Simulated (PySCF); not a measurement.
## Worked example: oscillator strength and radiative lifetime

AlF2I, SMILES [F][Al]([F])[I].

The structure is a stationary point at r2SCAN-D4/def2-SVP. The def2 effective core potentials stand for the cores of I; spin–orbit coupling is left out.

PySCF with TDDFT-CAM-B3LYP/def2-SVPD puts the first singlet state with f over 0.02 at 5.57 eV (vertical), with the transition dipole (-0.520, 0.000, 0.000) in atomic units.

Task: Find the oscillator strength, the wavelength and the radiative lifetime that this transition would have in vacuum if emission retraced absorption.

Result: 
|μ|² = 0.2704 au, so |μ| = 1.32 D. ΔE = 5.57/27.211 = 0.2047 hartree. f = (2/3) ΔE |μ|² = 0.037 (the program prints 0.037).
λ = 1239.84/5.57 = 223 nm; ν = 44925 cm⁻¹.
Einstein's coefficient A = 0.6670 ν² f s⁻¹ (ν in cm⁻¹) = 5.0e7 s⁻¹, so τ = 1/A = 20 ns. This state is S2; the lower singlet has f = 0.019. The figure is the radiative limit of this one transition; relaxation, internal conversion, crossing to triplets and a medium change what is measured.
